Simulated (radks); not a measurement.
Results of a calculation; reference values are marked as such.
All-electron atom: Eu20+ in [Kr] 4d7. Level of theory: scalar-relativistic Kohn-Sham, PBE, spin-unpolarised, spherical densities, point nucleus (a radial shooting solver on a logarithmic mesh with Libxc functionals).

Unscreened Slater integrals over Kohn-Sham orbitals (eV). Empty in this configuration: 5s.

integral,value
"F0(4d,4d)",42.074
"F2(4d,4d)",21.606
"F4(4d,4d)",14.646
"F0(4d,4p)",42.743
"F2(4d,4p)",22.115
"G1(4d,4p)",27.877
"G3(4d,4p)",17.702
"F0(4d,4s)",43.525
"G2(4d,4s)",21.912
"F0(4d,3d)",54.609
"F2(4d,3d)",14.677
"F4(4d,3d)",7.1437
"G0(4d,3d)",4.6931
"G2(4d,3d)",5.8160
"G4(4d,3d)",4.5385
"F0(4d,5s)",28.736
"G2(4d,5s)",3.3706
"F0(4p,4p)",43.520
"F2(4p,4p)",22.891
"F0(4p,4s)",44.337
"G1(4p,4s)",30.196
"F0(4p,3d)",55.573
"F2(4p,3d)",14.948
"G1(4p,3d)",4.8027
"G3(4p,3d)",4.7963
"F0(4p,5s)",28.937
"G1(4p,5s)",2.8302
"F0(4s,4s)",45.226
"F0(4s,3d)",57.145
"G2(4s,3d)",5.0340
"F0(4s,5s)",29.154
"G0(4s,5s)",2.0527
"F0(3d,3d)",109.72
"F2(3d,3d)",55.625
"F4(3d,3d)",35.716
"F0(3d,5s)",32.688
"G2(3d,5s)",1.4301
"F0(5s,5s)",24.141

Derived for the open shells (J is the average intra-shell exchange parameter used in DFT+U). 4d: Racah B = F2/49 - 5 F4/441 = 0.2749 eV, C = 35 F4/441 = 1.162 eV, C/B = 4.23, F4/F2 = 0.678, J = (F2 + F4)/14 = 2.589 eV.
